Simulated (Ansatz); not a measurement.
Isolated molecules relaxed with PBE0-D4/def2-TZVP in Ansatz; ΔE leaves out vibrations. CBS: MP2 limit from def2 TZ/QZ plus the TZ coupled-cluster correction, frozen cores. Functionals use def2-TZVPP. B3LYP here is the variant with VWN-RPA as its local correlation; programs differ in this. One conformer a species, not always the lowest.

`O[SiH2]C#C[SiH2]O` + `N[SiH2][AlH2]` → `O[SiH2]N[SiH2][AlH2]` + `C#C[SiH2]O`  (ligand exchange at the Si–C bond)

`O[SiH2]C#C[SiH2]O`:

Cartesian coordinates in Å:
```
O -2.815 -1.643 0.381
Si -1.711 -1.557 -0.830
C -0.375 -0.371 -0.429
C 0.496 0.435 -0.164
Si 1.832 1.621 0.235
O 2.378 1.410 1.768
H -3.210 -0.825 0.687
H -2.315 -1.106 -2.108
H -1.146 -2.916 -0.966
H 2.902 1.418 -0.774
H 1.307 3.002 0.173
H 2.658 0.531 2.027
```

`N[SiH2][AlH2]`:

```xyz
9

N     0.905    1.260   -0.633
Si    0.407   -0.395   -0.559
Al   -1.154   -0.692    1.316
H     0.230    1.985   -0.450
H     1.566    1.560   -1.333
H     1.633   -1.228   -0.383
H    -0.221   -0.921   -1.820
H    -1.501   -2.138    1.881
H    -1.865    0.569    1.980
```

`O[SiH2]N[SiH2][AlH2]`:

Z-matrix (Å, degrees):
```
Si
N 1 1.719
O 1 1.645 2 114.1
H 1 1.479 2 111.0 3 -115.8
H 1 1.489 2 105.6 3 122.7
Si 2 1.742 1 127.4 3 65.1
H 2 1.009 1 115.8 3 -113.0
H 3 0.958 1 117.6 2 56.6
Al 6 2.461 2 111.6 1 146.1
H 6 1.492 2 106.2 1 24.1
H 6 1.499 2 112.1 1 -90.2
H 9 1.593 6 119.7 2 14.7
H 9 1.589 6 121.6 2 -166.1
```

`C#C[SiH2]O`:

Cartesian coordinates in Å:
```
C 1.139 1.693 -0.710
C 0.448 0.851 -0.191
Si -0.610 -0.428 0.575
O -0.166 -1.934 0.097
H 1.751 2.439 -1.164
H -2.012 -0.116 0.196
H -0.447 -0.399 2.043
H -0.104 -2.105 -0.844
```

Question: Is it downhill or uphill in electronic energy at CCSD(T)/CBS, and by how much? (An estimate is asked.)

Answer: Computed: Downhill: ΔE = -35.8 kJ/mol.

Question: What do these levels give: PBE0-D4, B3LYP-D4, ωB97M-V, r2SCAN, PBE0, MP2/def2-TZVPP? (Estimate.)

Answer: The calculation gave: PBE0-D4 -30.8, B3LYP-D4 -33.7, ωB97M-V -36.0, r2SCAN -30.3, PBE0 -28.0, MP2/def2-TZVPP -34.5 kJ/mol.

Largest T1 diagnostic among the species: 0.012.

The D4 term adds −5.0 kJ/mol with B3LYP and −2.7 kJ/mol with PBE0; it sums over pairs of atoms, weighted by their polarisabilities, and B3LYP, whose exchange is more repulsive, gets the larger term.
